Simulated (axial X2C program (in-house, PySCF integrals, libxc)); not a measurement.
## INdI: the levels of the configuration f3 s1 d(πδ)0

Calculated with an in-house all-electron X2C program for linear molecules (integrals from PySCF): two-component X2C with atomic mean-field Coulomb and Gaunt terms, basis I dyall-v3z, Nd dyall-v3z (cores contracted in-house). Orbitals come from Hartree–Fock averaged over the configuration Nd f3 s1 d(πδ)0; CI then distributes these electrons over the f, s, d(πδ) shells of Nd.

I–Nd–I held linear, both bonds 2.992 Å (near the minimum of the configuration average).

Active spinors (ω > 0):

```json
{"shell": "f", "ω": "5/2", "ε (eV)": "1.79", "character": "100% Nd f"}
{"shell": "f", "ω": "3/2", "ε (eV)": "1.94", "character": "100% Nd f"}
{"shell": "f", "ω": "1/2", "ε (eV)": "2.01", "character": "100% Nd f"}
{"shell": "f", "ω": "7/2", "ε (eV)": "2.08", "character": "100% Nd f"}
{"shell": "f", "ω": "5/2", "ε (eV)": "2.22", "character": "100% Nd f"}
{"shell": "f", "ω": "3/2", "ε (eV)": "2.31", "character": "100% Nd f"}
{"shell": "f", "ω": "1/2", "ε (eV)": "2.36", "character": "99% Nd f"}
{"shell": "s", "ω": "1/2", "ε (eV)": "-3.36", "character": "50% Nd s, 46% Nd d"}
{"shell": "d(πδ)", "ω": "3/2", "ε (eV)": "0.72", "character": "100% Nd d"}
{"shell": "d(πδ)", "ω": "5/2", "ε (eV)": "0.78", "character": "100% Nd d"}
{"shell": "d(πδ)", "ω": "1/2", "ε (eV)": "1.51", "character": "87% Nd d, 6% I p"}
{"shell": "d(πδ)", "ω": "3/2", "ε (eV)": "1.58", "character": "86% Nd d, 8% I p"}
```

Lowest levels of this model:

```
Ω  energy (cm⁻¹)     g∥              configuration
6              0   8.37             100% f3 d(πδ)1
5            445   6.88              99% f3 d(πδ)1
4            628   5.00  78% f3 d(πδ)1 + 22% f3 s1
3           1044   3.27  64% f3 d(πδ)1 + 36% f3 s1
2           1450   1.74  72% f3 s1 + 28% f3 d(πδ)1
7           1503  12.51             100% f3 d(πδ)1
4           1641   5.05  76% f3 s1 + 24% f3 d(πδ)1
1           1725   0.63   92% f3 s1 + 8% f3 d(πδ)1
3           1811   4.08  65% f3 s1 + 35% f3 d(πδ)1
6           1835  10.89              98% f3 d(πδ)1
0           1836   0.00                  95% f3 s1
5           1893   8.66  50% f3 d(πδ)1 + 50% f3 s1
2           2019   2.56  64% f3 d(πδ)1 + 36% f3 s1
4           2200   6.91  57% f3 s1 + 43% f3 d(πδ)1
1           2345   1.20  66% f3 d(πδ)1 + 34% f3 s1
0           2490   0.00  51% f3 d(πδ)1 + 49% f3 s1
5           2500   8.89  53% f3 d(πδ)1 + 47% f3 s1
3           2577   4.80  72% f3 s1 + 28% f3 d(πδ)1
2           2849   3.10  81% f3 s1 + 19% f3 d(πδ)1
4           2949   7.13  58% f3 d(πδ)1 + 42% f3 s1
1           3052   1.35  67% f3 s1 + 33% f3 d(πδ)1
8           3110  16.48             100% f3 d(πδ)1
0           3184   0.00  51% f3 d(πδ)1 + 49% f3 s1
3           3230   5.41  72% f3 d(πδ)1 + 28% f3 s1
6           3361  12.39  50% f3 d(πδ)1 + 50% f3 s1
7           3366  14.67              98% f3 d(πδ)1
2           3517   3.78  80% f3 d(πδ)1 + 20% f3 s1
5           3556  10.55  60% f3 s1 + 40% f3 d(πδ)1
0           3686   0.00  78% f3 d(πδ)1 + 22% f3 s1
1           3699   2.11  76% f3 d(πδ)1 + 24% f3 s1
```

g∥ is the magnitude of 2⟨Lz + ge Sz⟩ for the +Ω component.

(1) From Ω and g∥ of the lowest level, whose 2⟨Lz + ge Sz⟩ is positive, find ⟨Sz⟩ and ⟨Lz⟩ (ge = 2.0023).

Occupations of the active spinors in the lowest level by ω, shell by shell in order of energy: -7/2: 0.00; -5/2: 0.00 0.00 0.00; -3/2: 0.00 0.00 0.00 0.00; -1/2: 0.05 0.02 0.00 0.00; 1/2: 0.79 0.13 0.00 0.00; 3/2: 0.84 0.12 0.98 0.00; 5/2: 0.93 0.07 0.02; 7/2: 0.03. The leading determinant has weight 0.67 among 296.

This point took 10 s on 1 thread of Intel(R) Xeon(R) 6975P-C (Granite Rapids), with other jobs on the host.

Dynamic correlation is missing, so gaps between terms are too wide and other configurations may lie lower; the lowest level listed is that of this model, not necessarily the ground state. The lowest levels belong to f3 d(πδ)1, not to the averaged configuration, so orbitals and distance suit them less well. At most 4 roots were kept for each Ω > 0 (twice that for Ω = 0) within 2.2 eV of the lowest, so higher up levels can be missing between those listed; levels with Ω > 0 are doubly degenerate and listed once, Ω = 0 levels singly. States that fill the shells left empty in the average are placed too high. The molecule was held linear; bending was not examined.

Answers

(1) Ω = ⟨Lz⟩ + ⟨Sz⟩ = 6 and ⟨Lz⟩ + ge⟨Sz⟩ = 4.185, so ⟨Sz⟩ = -1.81 and ⟨Lz⟩ = 7.81.
